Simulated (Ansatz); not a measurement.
`O=C=[N][Zr]([Cl])([Cl])[N]=C=O`. Total charge 0; spin multiplicity 1. Zr takes the def2 core potential.

```csv
atom,x (Å),y (Å),z (Å)
O1,-2.604,-0.568,2.857
C2,-1.893,-0.602,1.942
N3,-1.154,-0.636,0.990
Zr4,0.068,-0.719,-0.604
Cl5,-1.204,-0.947,-2.542
Cl6,1.527,-2.519,-0.368
N7,1.123,0.989,-0.695
C8,1.762,2.009,-0.760
O9,2.376,2.992,-0.821
```

List the harmonic frequencies (cm⁻¹, unscaled) at PBE0-D4/def2-TZVP in Ansatz. (Estimate.)

The calculation gave: 27, 35, 40, 53, 98, 130, 146, 165, 176, 377, 428, 437, 442, 652, 652, 654, 654, 1466, 1475, 2332, 2370.

Is this a minimum?

Yes, all 21 modes are real.

Give the ideal-gas thermochemistry at 298.15 K and 1 bar (rigid rotor, harmonic oscillator; point group C2v, symmetry number 2).

Zero-point energy 76.6 kJ/mol; H(298) − E = 108.7 kJ/mol; entropy 474.7 J/(mol·K), of which translation 177.5, rotation 127.3, vibration 169.9; G(298) − E = -32.9 kJ/mol. Modes under 100 cm⁻¹ are hindered rotations or soft bends, so the harmonic entropy is rough.
